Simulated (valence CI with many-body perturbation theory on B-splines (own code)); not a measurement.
Rh³⁸⁺: electric-dipole lines

Method: valence CI with perturbative core correlation (CI+MBPT): five valence electrons over a frozen Dirac-Fock core [He], radial functions for each j: 11 s, 11 p, 10 d, 8 f, 5 g, 2 h, with the one-electron correlation potential Σ1 (screened to all orders), the two-electron term Σ2, the three-electron term Σ3, Breit, model QED; selected single and double excitations, second order for the rest, scaled by the run's own slope (own B-spline code, finite nucleus).

The last digits are not significant, and no measured levels were compared; by estimate large intervals hold to a few tenths of a per cent, small ones and those within an open d or f shell to about a per cent. Among the levels kept, up to 11000 cm⁻¹ of a level comes from second order outside the variational space, and about a tenth of that is noise between levels of different J, which matters for small intervals.

Lines 151 to 200 of 574 in falling wavelength, among levels below 3843.8 eV, chosen from the strongest by gf and those to the six lowest levels. Wavelengths and rates use the calculated energies. Electric multipoles are in the length gauge with retardation, E1 and E2 with the static RPA response of the core. Weak lines are less certain than strong ones. Lines between different terms over intervals too small for the method are left out, as are lines whose strength nearly cancels. The highest levels of a list are the least certain.

Levels are named by their leading jj configuration (3d3/2^4 stands for four electrons in 3d with j = 3/2), which in mixed levels can hold well under half, so a name can repeat and another be missing. Letters in brackets count levels of one name in rising energy.

| λ vac (nm) | Upper | Lower | A (s⁻¹) | S (a.u.) |
| --- | --- | --- | --- | --- |
| 10.89 | (2s 2p1/2 2p3/2^2 3d3/2) J=5/2 [d] | (2s 2p1/2 2p3/2^2 3p1/2) J=5/2 [c] | 8.46e+09 | 3.24e-02 |
| 10.77 | (2s 2p1/2 2p3/2^2 3p3/2) J=3/2 [f] | (2s 2p1/2 2p3/2^2 3s) J=3/2 [c] | 2.76e+10 | 6.80e-02 |
| 10.64 | (2s 2p1/2 2p3/2^2 3p3/2) J=5/2 [b] | (2s 2p1/2 2p3/2^2 3s) J=7/2 | 8.66e+09 | 3.09e-02 |
| 10.60 | (2s^2 2p1/2 2p3/2 3p3/2) J=1/2 [b] | (2s^2 2p1/2 2p3/2 3s) J=3/2 [b] | 3.91e+10 | 4.61e-02 |
| 10.60 | (2s^2 2p3/2^2 3p3/2) J=3/2 [a] | (2s^2 2p3/2^2 3s) J=3/2 | 2.83e+10 | 6.65e-02 |
| 9.230 | (2s 2p1/2 2p3/2^2 3p1/2) J=7/2 | (2s^2 2p3/2^2 3p1/2) J=5/2 | 1.17e+10 | 3.64e-02 |
| 8.563 | (2s 2p1/2 2p3/2^2 3s) J=7/2 | (2s^2 2p3/2^2 3s) J=5/2 | 1.40e+10 | 3.48e-02 |
| 8.114 | (2s 2p1/2^2 2p3/2^2) J=5/2 | (2s^2 2p1/2 2p3/2^2) J=5/2 | 4.65e+09 | 7.36e-03 |
| 7.469 | (2p1/2^2 2p3/2^2 3p1/2) J=5/2 | (2s 2p1/2 2p3/2^2 3p1/2) J=5/2 [c] | 1.61e+10 | 1.99e-02 |
| 7.299 | (2s 2p1/2^2 2p3/2^2) J=5/2 | (2s^2 2p1/2 2p3/2^2) J=3/2 | 1.17e+10 | 1.35e-02 |
| 7.122 | (2s 2p1/2 2p3/2^3) J=5/2 | (2s^2 2p3/2^3) J=3/2 | 1.28e+10 | 1.37e-02 |
| 6.829 | (2s 2p1/2^2 2p3/2^2) J=1/2 | (2s^2 2p1/2 2p3/2^2) J=1/2 | 1.87e+10 | 5.87e-03 |
| 6.579 | (2p1/2^2 2p3/2^3) J=3/2 | (2s 2p1/2 2p3/2^3) J=3/2 [b] | 3.23e+10 | 1.82e-02 |
| 6.353 | (2p1/2^2 2p3/2^2 3p1/2) J=3/2 | (2s 2p1/2 2p3/2^2 3p1/2) J=5/2 [b] | 3.61e+10 | 1.83e-02 |
| 6.014 | (2s 2p1/2^2 2p3/2^2) J=3/2 | (2s^2 2p1/2 2p3/2^2) J=5/2 | 1.70e+10 | 7.32e-03 |
| 5.836 | (2s 2p1/2 2p3/2^3) J=3/2 [b] | (2s^2 2p3/2^3) J=3/2 | 1.91e+10 | 7.49e-03 |
| 5.821 | (2p1/2^2 2p3/2^2 3s) J=3/2 | (2s 2p1/2 2p3/2^2 3s) J=5/2 [b] | 4.28e+10 | 1.66e-02 |
| 5.793 | (2p1/2^2 2p3/2^2 3p1/2) J=5/2 | (2s 2p1/2 2p3/2^2 3p1/2) J=7/2 | 6.03e+10 | 3.47e-02 |
| 5.701 | (2p1/2^2 2p3/2^2 3s) J=5/2 | (2s 2p1/2 2p3/2^2 3s) J=7/2 | 5.12e+10 | 2.81e-02 |
| 5.555 | (2s 2p1/2^2 2p3/2^2) J=3/2 | (2s^2 2p1/2 2p3/2^2) J=3/2 | 6.19e+09 | 2.09e-03 |
| 5.466 | (2p1/2^2 2p3/2^3) J=3/2 | (2s 2p1/2 2p3/2^3) J=5/2 | 7.87e+10 | 2.54e-02 |
| 4.444 | (2s 2p1/2 2p3/2^2 3d5/2) J=9/2 [a] | (2s^2 2p1/2 2p3/2 3d5/2) J=7/2 [a] | 3.69e+10 | 1.60e-02 |
| 4.412 | (2s 2p1/2 2p3/2^2 3s) J=5/2 [a] | (2s^2 2p1/2 2p3/2 3s) J=3/2 [a] | 6.48e+10 | 1.65e-02 |
| 4.389 | (2s 2p1/2 2p3/2^2 3p3/2) J=7/2 [b] | (2s^2 2p1/2 2p3/2 3p3/2) J=5/2 [b] | 3.63e+10 | 1.21e-02 |
| 4.388 | (2s 2p1/2 2p3/2^2 3p3/2) J=7/2 [a] | (2s^2 2p1/2 2p3/2 3p3/2) J=5/2 [a] | 4.49e+10 | 1.50e-02 |
| 4.328 | (2s 2p1/2 2p3/2^2 3p1/2) J=5/2 [a] | (2s^2 2p1/2 2p3/2 3p1/2) J=3/2 [a] | 5.22e+10 | 1.25e-02 |
| 4.253 | (2s 2p1/2 2p3/2^2 3d5/2) J=11/2 | (2s^2 2p1/2 2p3/2 3d5/2) J=9/2 | 3.54e+10 | 1.61e-02 |
| 4.203 | (2s 2p1/2 2p3/2^2 3p3/2) J=9/2 | (2s^2 2p1/2 2p3/2 3p3/2) J=7/2 | 3.86e+10 | 1.41e-02 |
| 4.197 | (2s 2p1/2 2p3/2^2 3s) J=7/2 | (2s^2 2p1/2 2p3/2 3s) J=5/2 | 4.95e+10 | 1.44e-02 |
| 4.196 | (2s 2p1/2 2p3/2^2 3d3/2) J=9/2 | (2s^2 2p1/2 2p3/2 3d3/2) J=7/2 | 3.23e+10 | 1.18e-02 |
| 4.158 | (2s 2p1/2 2p3/2^2 3p1/2) J=7/2 | (2s^2 2p1/2 2p3/2 3p1/2) J=5/2 | 4.51e+10 | 1.28e-02 |
| 4.040 | (2s 2p1/2^2 2p3/2^2) J=5/2 | (2s^2 2p1/2^2 2p3/2) J=3/2 | 5.68e+10 | 1.11e-02 |
| 3.884 | (2s 2p3/2^3 3p3/2) J=7/2 | (2s^2 2p3/2^2 3p3/2) J=7/2 | 1.82e+11 | 4.20e-02 |
| 3.880 | (2s 2p3/2^3 3s) J=5/2 | (2s^2 2p3/2^2 3s) J=5/2 | 1.92e+11 | 3.32e-02 |
| 3.865 | (2s 2p3/2^3 3p1/2) J=5/2 | (2s^2 2p3/2^2 3p1/2) J=5/2 | 1.98e+11 | 3.38e-02 |
| 3.860 | (2s 2p3/2^3 3p1/2) J=3/2 [a] | (2s^2 2p3/2^2 3p1/2) J=3/2 | 1.89e+11 | 2.15e-02 |
| 3.836 | (2s 2p3/2^3 3p3/2) J=3/2 | (2s^2 2p3/2^2 3p3/2) J=5/2 | 1.04e+11 | 1.16e-02 |
| 3.834 | (2p1/2^2 2p3/2^2 3s) J=5/2 | (2s 2p1/2^2 2p3/2 3s) J=3/2 [b] | 1.26e+11 | 2.10e-02 |
| 3.799 | (2s 2p1/2 2p3/2^3) J=3/2 [a] | (2s^2 2p1/2 2p3/2^2) J=3/2 | 2.21e+11 | 2.40e-02 |
| 3.799 | (2s 2p3/2^3 3p3/2) J=5/2 | (2s^2 2p3/2^2 3p3/2) J=5/2 | 1.23e+11 | 1.99e-02 |
| 3.798 | (2p1/2^2 2p3/2^2 3p1/2) J=5/2 | (2s 2p1/2^2 2p3/2 3p1/2) J=3/2 [b] | 1.22e+11 | 1.98e-02 |
| 3.789 | (2p1/2^2 2p3/2^2 3p1/2) J=3/2 | (2s 2p1/2^2 2p3/2 3p1/2) J=1/2 | 9.59e+10 | 1.03e-02 |
| 3.761 | (2s 2p1/2 2p3/2^2 3d5/2) J=9/2 [c] | (2s^2 2p1/2 2p3/2 3d5/2) J=7/2 [b] | 5.40e+10 | 1.42e-02 |
| 3.736 | (2s 2p1/2 2p3/2^2 3p3/2) J=7/2 [c] | (2s^2 2p1/2 2p3/2 3p3/2) J=5/2 [b] | 6.08e+10 | 1.25e-02 |
| 3.726 | (2s 2p1/2^2 2p3/2 3d5/2) J=7/2 [b] | (2s^2 2p1/2^2 3d5/2) J=5/2 | 1.68e+11 | 3.44e-02 |
| 3.718 | (2s 2p1/2 2p3/2^2 3d5/2) J=7/2 [d] | (2s^2 2p1/2 2p3/2 3d5/2) J=7/2 [b] | 7.73e+10 | 1.57e-02 |
| 3.714 | (2p1/2^2 2p3/2^2 3s) J=3/2 | (2s 2p1/2^2 2p3/2 3s) J=1/2 | 9.87e+10 | 9.98e-03 |
| 3.702 | (2s 2p1/2^2 2p3/2 3p3/2) J=5/2 [b] | (2s^2 2p1/2^2 3p3/2) J=3/2 | 2.10e+11 | 3.16e-02 |
| 3.698 | (2s 2p1/2 2p3/2^3) J=5/2 | (2s^2 2p1/2 2p3/2^2) J=5/2 | 2.11e+11 | 3.16e-02 |
| 3.682 | (2s 2p1/2 2p3/2^2 3d5/2) J=7/2 [e] | (2s^2 2p1/2 2p3/2 3d5/2) J=7/2 [b] | 1.18e+11 | 2.33e-02 |
